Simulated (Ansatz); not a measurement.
Reaction (formal exchange of groups at a Ge–Cl bond): `CC[O][Ge]([Cl])([O]CC)[O]CC` + CH₄ → `CC[O][Ge]([CH3])([O]CC)[O]CC` + HCl

Program: Ansatz. Geometries: PBE0-D4/def2-TZVP. ΔE: electronic, gas phase. CCSD(T)/CBS adds triple-zeta CCSD(T) − MP2 to the extrapolated MP2 energy (def2 sets, frozen cores). This one scheme is used for every species. Functionals use def2-TZVPP. B3LYP here is the variant with VWN-RPA as its local correlation; programs differ in this. HSE06 is defined as in plane-wave codes. For Ge outer-core shells are correlated without core-valence functions, which leaves a few kJ/mol of doubt a bond. Scalar relativity is left out up to krypton. Each species was taken in one conformer, which may not be the lowest.

```tsv
level	ΔE (kJ/mol)	difference from CCSD(T)/CBS
LDA (SPW92)	75.9	-5.9
PBE-D4	85.2	3.4
revPBE-D4	85.1	3.3
BLYP-D4	88.2	6.4
r2SCAN-D4	91.0	9.2
B97M-V	94.0	12.2
B3LYP-D4	88.4	6.6
r2SCANh-D4	90.5	8.7
r2SCAN0-D4	89.8	8.0
HSE06-D4	86.5	4.7
BHLYP-D4	91.4	9.6
CAM-B3LYP-D4	85.8	4.0
ωB97X-V	85.9	4.1
ωB97M-V	84.8	3.0
B2PLYP	92.1	10.3
PBE-QIDH	88.7	6.9
PBE	89.7	7.9
revPBE	95.0	13.2
BLYP	96.1	14.3
r2SCAN	93.0	11.2
PBE0	89.9	8.1
B3LYP	94.5	12.7
r2SCANh	92.5	10.7
r2SCAN0	92.0	10.2
CAM-B3LYP	89.9	8.1
LC-ωPBE	85.7	3.9
HF/def2-SVP	102.4	20.6
MP2/def2-SVP	92.1	10.3
CCSD/def2-SVP	89.6	7.8
CCSD(T)/def2-SVP	88.8	7.0
HF/def2-TZVPP	104.6	22.8
MP2/def2-TZVPP	85.1	3.3
CCSD/def2-TZVPP	82.3	0.5
CCSD(T)/def2-TZVPP	81.5	-0.3
HF/def2-QZVPP	105.1	23.3
MP2/def2-QZVPP	85.5	3.7
SCS-MP2/def2-QZVPP	88.1	6.3
HF/CBS(def2)	105.1	23.3
MP2/CBS(def2)	85.4	3.6
CCSD/CBS(def2)	82.6	0.8
CCSD(T)/CBS	81.8	0
```

Largest T1 diagnostic among the species: 0.011.

At CCSD(T), def2-SVP lies +7.0 kJ/mol from the extrapolated value and def2-TZVPP −0.3 kJ/mol. Leaving LDA and LC-ωPBE aside and taking each functional with its dispersion term where it has one, the values spread over 9.2 kJ/mol, from ωB97M-V to B97M-V. LDA lies −13.7 kJ/mol from PBE without D4.
